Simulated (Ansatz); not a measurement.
Method: Ansatz (a first-principles code) with PBE0-D3(BJ)/def2-TZVP. No frequencies were computed at this level.

Ansatz 0.2 input:
```yaml
crystal:
  periodic: [false, false, false]
  atoms:
    - { symbol: N, position_ang: [2.350867, 0.048398, -0.659792] }
    - { symbol: Si, position_ang: [0.843894, 0.592274, -0.451242] }
    - { symbol: Si, position_ang: [-1.292043, -0.275839, -0.535689] }
    - { symbol: H, position_ang: [2.598598, -0.901265, -0.896867] }
    - { symbol: H, position_ang: [0.886707, 2.017911, -0.119132] }
    - { symbol: H, position_ang: [-1.688888, -0.844805, 0.761619] }
    - { symbol: H, position_ang: [-2.313898, 0.717365, -0.904874] }
    - { symbol: H, position_ang: [-1.385251, -1.354047, -1.529513] }
basis:
  gaussian: { orbitals: def2-tzvp }
hamiltonian:
  xc: pbe0
  dispersion: d3bj
relax:
  max_steps: 150
```

Output:

```
Functional definition: PBE0
911 factors; their error is unknown
mean field evaluation 1: about -17308.0337 eV, gradient 6.8e1 eV
mean field evaluation 2: about -17235.9715 eV, gradient 1.4e2 eV
mean field evaluation 4: about -17317.7756 eV, gradient 7.0e0 eV
mean field evaluation 8: about -17317.9104 eV, gradient 2.7e-1 eV
mean field evaluation 16: about -17317.9785 eV, gradient 1.2e-4 eV
mean field -17317.97846574 eV, -636.4239700687 hartree, gradient 9.5e-6 eV, S^2 0.000000; 0 other end points of the search recorded, 0 dependent functions left out
reference -17317.97849834 eV, -636.4239712665 hartree; 20, 20 occupied and 115, 115 virtual orbitals, 911 factors
relax step   1: F+E_penalty+E_count = -17318.12623151 eV  Δ(F+E_penalty+E_count) = +0.000e0 eV  max|allowed force component| = 1.361e0 eV/Å  Δτ_max = 0.0000 Å  (27 SCF iters, accepted)
these checks for a lower state are left out or cut short: starts, cluster_reference, orbital_swaps, neighbouring_geometries, increment
911 factors; their error is unknown
mean field -17318.04508955 eV, -636.4264184482 hartree, gradient 1.1e-5 eV, S^2 0.000000; 0 other end points of the search recorded, 0 dependent functions left out
reference -17318.04512245 eV, -636.4264196575 hartree; 20, 20 occupied and 115, 115 virtual orbitals, 911 factors
relax step   2: F+E_penalty+E_count = -17318.19419883 eV  Δ(F+E_penalty+E_count) = -6.797e-2 eV  max|allowed force component| = 8.170e-1 eV/Å  Δτ_max = 0.1918 Å  (29 SCF iters, accepted)
these checks for a lower state are left out or cut short: starts, cluster_reference, orbital_swaps, neighbouring_geometries, increment
911 factors; their error is unknown
mean field evaluation 32: about -17318.0676 eV, gradient 1.5e-5 eV
mean field -17318.06757765 eV, -636.4272448710 hartree, gradient 1.5e-5 eV, S^2 0.000000; 0 other end points of the search recorded, 0 dependent functions left out
reference -17318.06761055 eV, -636.4272460799 hartree; 20, 20 occupied and 115, 115 virtual orbitals, 911 factors
relax step   3: F+E_penalty+E_count = -17318.21627079 eV  Δ(F+E_penalty+E_count) = -2.207e-2 eV  max|allowed force component| = 5.081e-1 eV/Å  Δτ_max = 0.0495 Å  (30 SCF iters, accepted)
these checks for a lower state are left out or cut short: starts, cluster_reference, orbital_swaps, neighbouring_geometries, increment
911 factors; their error is unknown
mean field -17318.07331966 eV, -636.4274558857 hartree, gradient 2.5e-5 eV, S^2 0.000000; 0 other end points of the search recorded, 0 dependent functions left out
reference -17318.07335255 eV, -636.4274570945 hartree; 20, 20 occupied and 115, 115 virtual orbitals, 911 factors
relax step   4: F+E_penalty+E_count = -17318.22282102 eV  Δ(F+E_penalty+E_count) = -6.550e-3 eV  max|allowed force component| = 3.238e-1 eV/Å  Δτ_max = 0.0760 Å  (28 SCF iters, accepted)
these checks for a lower state are left out or cut short: starts, cluster_reference, orbital_swaps, neighbouring_geometries, increment
911 factors; their error is unknown
mean field -17318.07888415 eV, -636.4276603770 hartree, gradient 1.2e-5 eV, S^2 0.000000; 0 other end points of the search recorded, 0 dependent functions left out
reference -17318.07891710 eV, -636.4276615878 hartree; 20, 20 occupied and 115, 115 virtual orbitals, 911 factors
relax step   5: F+E_penalty+E_count = -17318.22835597 eV  Δ(F+E_penalty+E_count) = -5.535e-3 eV  max|allowed force component| = 7.104e-2 eV/Å  Δτ_max = 0.0674 Å  (29 SCF iters, accepted)
these checks for a lower state are left out or cut short: starts, cluster_reference, orbital_swaps, neighbouring_geometries, increment
911 factors; their error is unknown
mean field -17318.08041011 eV, -636.4277164551 hartree, gradient 1.1e-5 eV, S^2 0.000000; 0 other end points of the search recorded, 0 dependent functions left out
reference -17318.08044302 eV, -636.4277176643 hartree; 20, 20 occupied and 115, 115 virtual orbitals, 911 factors
relax step   6: F+E_penalty+E_count = -17318.23001359 eV  Δ(F+E_penalty+E_count) = -1.658e-3 eV  max|allowed force component| = 1.954e-1 eV/Å  Δτ_max = 0.0703 Å  (29 SCF iters, accepted)
these checks for a lower state are left out or cut short: starts, cluster_reference, orbital_swaps, neighbouring_geometries, increment
911 factors; their error is unknown
mean field -17318.08116965 eV, -636.4277443677 hartree, gradient 1.3e-5 eV, S^2 0.000000; 0 other end points of the search recorded, 0 dependent functions left out
reference -17318.08120250 eV, -636.4277455747 hartree; 20, 20 occupied and 115, 115 virtual orbitals, 911 factors
relax step   7: F+E_penalty+E_count = -17318.23071152 eV  Δ(F+E_penalty+E_count) = -6.979e-4 eV  max|allowed force component| = 1.640e-1 eV/Å  Δτ_max = 0.0292 Å  (30 SCF iters, accepted)
these checks for a lower state are left out or cut short: starts, cluster_reference, orbital_swaps, neighbouring_geometries, increment
911 factors; their error is unknown
mean field evaluation 64: about -17318.0826 eV, gradient 6.7e-5 eV
mean field -17318.08256879 eV, -636.4277957852 hartree, gradient 1.4e-5 eV, S^2 0.000000; 0 other end points of the search recorded, 0 dependent functions left out
reference -17318.08260145 eV, -636.4277969854 hartree; 20, 20 occupied and 115, 115 virtual orbitals, 911 factors
relax step   8: F+E_penalty+E_count = -17318.23222338 eV  Δ(F+E_penalty+E_count) = -1.512e-3 eV  max|allowed force component| = 7.666e-2 eV/Å  Δτ_max = 0.0717 Å  (29 SCF iters, accepted)
these checks for a lower state are left out or cut short: starts, cluster_reference, orbital_swaps, neighbouring_geometries, increment
911 factors; their error is unknown
mean field -17318.08304125 eV, -636.4278131478 hartree, gradient 1.3e-5 eV, S^2 0.000000; 0 other end points of the search recorded, 0 dependent functions left out
reference -17318.08307376 eV, -636.4278143423 hartree; 20, 20 occupied and 115, 115 virtual orbitals, 911 factors
relax step   9: F+E_penalty+E_count = -17318.23259190 eV  Δ(F+E_penalty+E_count) = -3.685e-4 eV  max|allowed force component| = 1.057e-1 eV/Å  Δτ_max = 0.0566 Å  (29 SCF iters, accepted)
these checks for a lower state are left out or cut short: starts, cluster_reference, orbital_swaps, neighbouring_geometries, increment
911 factors; their error is unknown
mean field -17318.08389022 eV, -636.4278443466 hartree, gradient 1.3e-5 eV, S^2 0.000000; 0 other end points of the search recorded, 0 dependent functions left out
reference -17318.08392262 eV, -636.4278455375 hartree; 20, 20 occupied and 115, 115 virtual orbitals, 911 factors
relax step  10: F+E_penalty+E_count = -17318.23345071 eV  Δ(F+E_penalty+E_count) = -8.588e-4 eV  max|allowed force component| = 1.362e-1 eV/Å  Δτ_max = 0.0378 Å  (30 SCF iters, accepted)
these checks for a lower state are left out or cut short: starts, cluster_reference, orbital_swaps, neighbouring_geometries, increment
911 factors; their error is unknown
mean field -17318.08501124 eV, -636.4278855435 hartree, gradient 2.6e-5 eV, S^2 0.000000; 0 other end points of the search recorded, 0 dependent functions left out
reference -17318.08504364 eV, -636.4278867341 hartree; 20, 20 occupied and 115, 115 virtual orbitals, 911 factors
relax step  11: F+E_penalty+E_count = -17318.23468677 eV  Δ(F+E_penalty+E_count) = -1.236e-3 eV  max|allowed force component| = 1.397e-2 eV/Å  Δτ_max = 0.0207 Å  (29 SCF iters, accepted)
these checks for a lower state are left out or cut short: starts, cluster_reference, orbital_swaps, neighbouring_geometries, increment
911 factors; their error is unknown
mean field -17318.08527182 eV, -636.4278951197 hartree, gradient 1.4e-5 eV, S^2 0.000000; 0 other end points of the search recorded, 0 dependent functions left out
reference -17318.08530421 eV, -636.4278963098 hartree; 20, 20 occupied and 115, 115 virtual orbitals, 911 factors
relax step  12: F+E_penalty+E_count = -17318.23486872 eV  Δ(F+E_penalty+E_count) = -1.819e-4 eV  max|allowed force component| = 2.890e-3 eV/Å  Δτ_max = 0.0163 Å  (30 SCF iters, accepted)
these checks for a lower state are left out or cut short: starts, cluster_reference, orbital_swaps, neighbouring_geometries, increment
911 factors; their error is unknown
mean field evaluation 96: about -17318.0103 eV, gradient 1.6e0 eV
mean field -17318.08550706 eV, -636.4279037646 hartree, gradient 2.6e-5 eV, S^2 0.000000; 0 other end points of the search recorded, 0 dependent functions left out
reference -17318.08553943 eV, -636.4279049542 hartree; 20, 20 occupied and 115, 115 virtual orbitals, 911 factors
relax step  13: F+E_penalty+E_count = -17318.23502353 eV  Δ(F+E_penalty+E_count) = -1.548e-4 eV  max|allowed force component| = 1.258e-2 eV/Å  Δτ_max = 0.0383 Å  (28 SCF iters, accepted)
these checks for a lower state are left out or cut short: starts, cluster_reference, orbital_swaps, neighbouring_geometries, increment
911 factors; their error is unknown
mean field -17318.08552566 eV, -636.4279044480 hartree, gradient 1.4e-5 eV, S^2 0.000000; 0 other end points of the search recorded, 0 dependent functions left out
reference -17318.08555803 eV, -636.4279056376 hartree; 20, 20 occupied and 115, 115 virtual orbitals, 911 factors
relax step  14: F+E_penalty+E_count = -17318.23507022 eV  Δ(F+E_penalty+E_count) = -4.669e-5 eV  max|allowed force component| = 9.561e-3 eV/Å  Δτ_max = 0.0130 Å  (31 SCF iters, accepted)
these checks for a lower state are left out or cut short: starts, cluster_reference, orbital_swaps, neighbouring_geometries, increment
911 factors; their error is unknown
mean field -17318.08550813 eV, -636.4279038039 hartree, gradient 1.4e-5 eV, S^2 0.000000; 0 other end points of the search recorded, 0 dependent functions left out
reference -17318.08554051 eV, -636.4279049936 hartree; 20, 20 occupied and 115, 115 virtual orbitals, 911 factors
relax step  15: F+E_penalty+E_count = -17318.23509488 eV  Δ(F+E_penalty+E_count) = -2.466e-5 eV  max|allowed force component| = 1.429e-2 eV/Å  Δτ_max = 0.0172 Å  (30 SCF iters, accepted)
these checks for a lower state are left out or cut short: starts, cluster_reference, orbital_swaps, neighbouring_geometries, increment
911 factors; their error is unknown
mean field -17318.08551835 eV, -636.4279041795 hartree, gradient 2.1e-5 eV, S^2 0.000000; 0 other end points of the search recorded, 0 dependent functions left out
reference -17318.08555072 eV, -636.4279053690 hartree; 20, 20 occupied and 115, 115 virtual orbitals, 911 factors
relax step  16: F+E_penalty+E_count = -17318.23510648 eV  Δ(F+E_penalty+E_count) = -1.160e-5 eV  max|allowed force component| = 8.968e-3 eV/Å  Δτ_max = 0.0018 Å  (23 SCF iters, accepted)
911 factors; their error is unknown
mean field evaluation 128: about -17317.8876 eV, gradient 6.8e0 eV
mean field -17318.08551835 eV, -636.4279041795 hartree, gradient 2.3e-5 eV, S^2 0.000000; 1 other end points of the search recorded, 0 dependent functions left out
reference -17318.08555072 eV, -636.4279053690 hartree; 20, 20 occupied and 115, 115 virtual orbitals, 911 factors
Total energy: -17318.23513885 eV, -636.4334026314 hartree
Atom 0 at     2.283652     0.062090    -0.829028 Å, force     0.001380     0.007836     0.006226 eV/Å
Atom 1 at     0.876988     0.643105    -0.329232 Å, force     0.008316    -0.002065    -0.008968 eV/Å
Atom 2 at    -1.259618    -0.309054    -0.526944 Å, force    -0.007284    -0.005814     0.001144 eV/Å
Atom 3 at     2.314486    -0.834821    -1.299332 Å, force    -0.005570    -0.003217    -0.001240 eV/Å
Atom 4 at     0.921319     1.962535     0.349280 Å, force     0.000904     0.001981     0.002715 eV/Å
Atom 5 at    -1.846161    -0.511025     0.824876 Å, force    -0.000549     0.000352     0.002981 eV/Å
Atom 6 at    -2.147363     0.600700    -1.299347 Å, force     0.001530     0.002814    -0.001197 eV/Å
Atom 7 at    -1.143317    -1.613539    -1.225762 Å, force     0.001275    -0.001887    -0.001661 eV/Å
Dipole moment:    -0.563434    -0.085508     0.034610 e Å
```

Cost: very roughly 50 core-seconds.
